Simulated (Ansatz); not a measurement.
```xyz
14

H     0.0000    0.0000    1.1000
C     0.0000    0.0000    0.0000
C     1.4560    0.0000   -0.4701
C    -0.7280    1.2609   -0.4701
C    -0.7280   -1.2609   -0.4701
H     1.4865    0.0000   -1.5597
H     1.9601    0.8898   -0.0931
H     1.9601   -0.8898   -0.0931
H    -0.7432    1.2873   -1.5597
H    -1.7507    1.2526   -0.0931
H    -0.2094    2.1424   -0.0931
H    -0.7432   -1.2873   -1.5597
H    -0.2094   -2.1424   -0.0931
H    -1.7507   -1.2526   -0.0931
```

Basis set: 6-31G* (spherical functions). Correlated methods keep 4 orbitals frozen. Charge 0, multiplicity 1.

Computed with Ansatz (development build ahead of 0.2.0); each method stands on the lowest determinant of its kind that the runs found. Restricted open shells among the atoms or ions are ROHF, correlated in semicanonical orbitals with singles.

Problem. Give the atomization energy at this shape (free ground-state atoms in the same class of orbitals less the molecule, no zero-point energy) of singlet C4H10 by RHF-MP2, RHF.

Solution.

```tsv
method	atomization energy
RHF-MP2	52.12 eV
RHF	43.72 eV
```
